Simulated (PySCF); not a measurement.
Input for PySCF: R-HF/STO-3G on H2O3S (a complex), monomers drawn apart or pushed together.

```python
from pyscf import gto, scf, dft, mp
from pyscf.data.elements import chemcore

mol = gto.M(
    atom='''
    O     0.50566974   -0.09015434    0.61049798
    H     0.60674307    0.85034152    0.42235976
    H    -0.36268329   -0.33460216    0.26937976
    O    -1.11916263   -0.66563676    2.91260811
    S     0.23312195   -0.18288551    3.03336167
    O     0.43289091    1.23841443    3.16102297
    ''',
    basis='sto-3g',
    charge=0, spin=0, verbose=3, max_memory=1800)
mf = scf.RHF(mol)
mf.conv_tol = 1e-8
mf.max_cycle = 100
mf.kernel()
if not mf.converged:
    mf = mf.newton().run(mf.mo_coeff, mf.mo_occ)
```

It printed:

```
converged SCF energy = -615.576204898778
```

The run converged.

Cost: around 0.13 core-seconds (rough).
